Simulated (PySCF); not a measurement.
CH6BClOSi (SMILES CB(Cl)O[SiH3]), singlet, at a GFN2-xTB geometry; PBE0/6-31+G*, polarisability in PySCF.

Here is a job for PySCF.
```python
from pyscf import gto, scf, dft
from pyscf.prop import polarizability

mol = gto.Mole()
mol.atom = '''
    B    -0.08425543    0.48813747    0.46312450
    Cl    0.97273340    1.83596209    0.12908138
    C    -1.04724495    0.56556599    1.72417900
    H    -1.65384700   -0.33028518    1.82622267
    H    -1.71616552    1.42088355    1.65415058
    H    -0.47938473    0.69607894    2.64310663
    O    -0.02290024   -0.53141964   -0.36083790
    Si   -0.32872363   -1.97119133   -1.03358433
    H    -1.35757894   -2.67099993   -0.25979468
    H     0.95276400   -2.66784369   -0.98329523
    H    -0.79217594   -1.64523684   -2.37858608
'''
mol.basis = '6-31+g*'
mol.verbose = 4
mol.build()

mf = dft.RKS(mol)
mf.xc = 'pbe0'
mf.kernel()
alpha = mf.Polarizability().polarizability()[2, 2]
print('alpha_zz =', alpha)
```

The log (banner, timings and long lists left out):

```
site-packages/pyscf/prop/efg/rhf.py:45: UserWarning: Module EFG is under testing
  warnings.warn('Module EFG is under testing')
site-packages/pyscf/prop/efg/dhf.py:30: UserWarning: Module EFG is under testing
  warnings.warn('Module EFG is under testing')
site-packages/pyscf/prop/zfs/uhf.py:40: UserWarning: Module ZFS is under testing
  warnings.warn('Module ZFS is under testing')
site-packages/pyscf/prop/gtensor/uhf.py:43: UserWarning: Module g-tensor is under testing
  warnings.warn('Module g-tensor is under testing')
site-packages/pyscf/prop/gtensor/uks.py:41: UserWarning: Module g-tensor is under testing
  warnings.warn('Module g-tensor is under testing')
site-packages/pyscf/prop/hfc/uks.py:35: UserWarning: Module HFC is under testing
  warnings.warn('Module HFC is under testing')
site-packages/pyscf/prop/magnetizability/rhf.py:39: UserWarning: Module magnetizability is under testing
  warnings.warn('Module magnetizability is under testing')
site-packages/pyscf/prop/magnetizability/uhf.py:37: UserWarning: Module magnetizability is under testing
  warnings.warn('Module magnetizability is under testing')
site-packages/pyscf/prop/magnetizability/rks.py:37: UserWarning: Module magnetizability is under testing
  warnings.warn('Module magnetizability is under testing')
site-packages/pyscf/prop/magnetizability/uks.py:39: UserWarning: Module magnetizability is under testing
  warnings.warn('Module magnetizability is under testing')
site-packages/pyscf/prop/polarizability/uhf.py:34: UserWarning: Module polarizability is under testing
  warnings.warn('Module polarizability is under testing')
site-packages/pyscf/prop/polarizability/rks.py:29: UserWarning: Module polarizability is under testing
  warnings.warn('Module polarizability is under testing')
site-packages/pyscf/prop/polarizability/uks.py:29: UserWarning: Module polarizability is under testing
  warnings.warn('Module polarizability is under testing')
PySCF version 2.14.0

[INPUT] verbose = 4
[INPUT] num. atoms = 11
[INPUT] num. electrons = 56
[INPUT] charge = 0
[INPUT] spin (= nelec alpha-beta = 2S) = 0
[INPUT] symmetry False subgroup None
[INPUT] Mole.unit = angstrom
[INPUT] Symbol           X                Y                Z      unit          X                Y                Z       unit  Magmom
[INPUT]  1 B     -0.084255430000   0.488137470000   0.463124500000 AA   -0.159219687207   0.922446129438   0.875178466576 Bohr   0.0
[INPUT]  2 Cl     0.972733400000   1.835962090000   0.129081380000 AA    1.838199718217   3.469465525184   0.243928455981 Bohr   0.0
[INPUT]  3 C     -1.047244950000   0.565565990000   1.724179000000 AA   -1.979006140834   1.068764826469   3.258226099726 Bohr   0.0
[INPUT]  4 H     -1.653847000000  -0.330285180000   1.826222670000 AA   -3.125317881934  -0.624148533203   3.451060688772 Bohr   0.0
[INPUT]  5 H     -1.716165520000   1.420883550000   1.654150580000 AA   -3.243082817222   2.685080764400   3.125891564990 Bohr   0.0
[INPUT]  6 H     -0.479384730000   0.696078940000   2.643106630000 AA   -0.905905847999   1.315398557678   4.994747648722 Bohr   0.0
[INPUT]  7 O     -0.022900240000  -0.531419640000  -0.360837900000 AA   -0.043275181787  -1.004237576815  -0.681884806363 Bohr   0.0
[INPUT]  8 Si    -0.328723630000  -1.971191330000  -1.033584330000 AA   -0.621197631373  -3.725011752817  -1.953191310342 Bohr   0.0
[INPUT]  9 H     -1.357578940000  -2.670999930000  -0.259794680000 AA   -2.565452389077  -5.047458346432  -0.490940793819 Bohr   0.0
[INPUT] 10 H      0.952764000000  -2.667843690000  -0.983295230000 AA    1.800463021345  -5.041493917249  -1.858158684291 Bohr   0.0
[INPUT] 11 H     -0.792175940000  -1.645236840000  -2.378586080000 AA   -1.496995569070  -3.109047037645  -4.494876254903 Bohr   0.0

nuclear repulsion = 262.233375532012
number of shells = 56
number of NR pGTOs = 227
number of NR cGTOs = 110
basis = 6-31+g*
ecp = {}

******** <class 'pyscf.dft.rks.RKS'> ********
method = RKS
initial guess = minao
damping factor = 0
level_shift factor = 0
DIIS = <class 'pyscf.scf.diis.CDIIS'>
diis_start_cycle = 1
diis_space = 8
diis_damp = 0
SCF conv_tol = 1e-09
SCF conv_tol_grad = None
SCF max_cycles = 50
direct_scf = True
direct_scf_tol = 1e-13
XC library pyscf.dft.libxc version 7.1.2
    S. Lehtola, C. Steigemann, M. J. T. Oliveira, and M. A. L. Marques,  SoftwareX 7, 1–5 (2018)
XC functionals = pbe0
    C. Adamo and V. Barone,  J. Chem. Phys. 110, 6158 (1999)
    M. Ernzerhof and G. E. Scuseria,  J. Chem. Phys. 110, 5029 (1999)
radial grids:
    Treutler-Ahlrichs [JCP 102, 346 (1995); DOI:10.1063/1.469408] (M4) radial grids

becke partition: Becke, JCP 88, 2547 (1988); DOI:10.1063/1.454033
pruning grids: <function nwchem_prune>
grids dens level: 3
symmetrized grids: False
atomic radii adjust function: <function treutler_atomic_radii_adjust>
small_rho_cutoff = 0
Set gradient conv threshold to 3.16228e-05
Initial guess from minao.
tot grids = 139160
init E= -891.532082119422
  HOMO = -0.359222622462509  LUMO = -0.0569761100391495  gap/eV = 8.22455
cycle= 1 E= -891.038754400666  delta_E= 0.493  |g|= 0.685  |ddm|= 3.02
  HOMO = -0.20792446963995  LUMO = -0.00578303830313942  gap/eV = 5.50055
cycle= 2 E= -890.922129367791  delta_E= 0.117  |g|= 1.04  |ddm|= 1.31
  HOMO = -0.302500355685134  LUMO = -0.0151772089795736  gap/eV = 7.81846
cycle= 3 E= -891.129839746476  delta_E= -0.208  |g|= 0.116  |ddm|= 0.876
  HOMO = -0.31736734773403  LUMO = -0.0120101678003608  gap/eV = 8.30919
cycle= 4 E= -891.133006068085  delta_E= -0.00317  |g|= 0.024  |ddm|= 0.15
  HOMO = -0.315695632128394  LUMO = -0.011837991504136  gap/eV = 8.26839
cycle= 5 E= -891.133151032148  delta_E= -0.000145  |g|= 0.00492  |ddm|= 0.0268
  HOMO = -0.315221427800913  LUMO = -0.0120124250848499  gap/eV = 8.25074
cycle= 6 E= -891.133157837364  delta_E= -6.81e-06  |g|= 0.000549  |ddm|= 0.00678
  HOMO = -0.315307489819779  LUMO = -0.0120082508641333  gap/eV = 8.25319
cycle= 7 E= -891.133157920427  delta_E= -8.31e-08  |g|= 0.000146  |ddm|= 0.00106
  HOMO = -0.315296618660942  LUMO = -0.0120046546902532  gap/eV = 8.25299
cycle= 8 E= -891.133157925738  delta_E= -5.31e-09  |g|= 5.9e-05  |ddm|= 0.000286
  HOMO = -0.315292508975101  LUMO = -0.0120043495282824  gap/eV = 8.25289
cycle= 9 E= -891.133157926701  delta_E= -9.63e-10  |g|= 1.01e-05  |ddm|= 0.000117
  HOMO = -0.31529449351972  LUMO = -0.0120054714714977  gap/eV = 8.25291
Extra cycle  E= -891.133157926706  delta_E= -5.46e-12  |g|= 1e-05  |ddm|= 3.52e-05
converged SCF energy = -891.133157926706
Isotropic polarizability 61.0843326574
Polarizability anisotropy 10.0398530914
alpha_zz = 58.296803693133455
```
